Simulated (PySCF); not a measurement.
H₂AlClO₂ (SMILES [OH][Al]([OH])[Cl]), singlet, geometry from GFN2-xTB (such geometries of metal compounds can be far from the true shape). Base run: M062X/cc-pVDZ (PySCF).

PySCF was given this input:
```python
from pyscf import gto, scf, dft, solvent

mol = gto.M(
    atom='''
Al    0.325658    0.225246    0.010608
Cl   -1.323602   -0.954862   -0.018578
O     0.251450    1.605927   -0.884170
H     0.649607    2.404889   -1.197465
O     1.680078   -0.153325    0.874406
H     2.165852   -0.721255    1.453511
''',
    basis='cc-pvdz',
    charge=0,
    spin=0,
    verbose=4,
)

mf = dft.RKS(mol)
mf.xc = 'm062x'
mf.kernel()
```

Base: dipole (D) 2.15; HOMO-LUMO gap (eV) 10.77.

A changed run: ΔE vs base (kcal/mol) -8.84; dipole (D) 2.55; HOMO-LUMO gap (eV) 11.10.

Name the change that produced these shifts.
(A) model = IEF-PCM; solvent = tetrahydrofuran; vdw_scale = 1.1
(B) model = IEF-PCM; solvent = tetrahydrofuran
(C) model = IEF-PCM; solvent = tetrahydrofuran; vdw_scale = 1.0
(D) model = IEF-PCM; solvent = tetrahydrofuran; lebedev_order = 41
(E) model = IEF-PCM; solvent = tetrahydrofuran; lebedev_order = 11

A, model = IEF-PCM; solvent = tetrahydrofuran; vdw_scale = 1.1

The base is the gas phase, so ΔE is the electrostatic part of solvation at a fixed geometry, without cavity and dispersion terms.
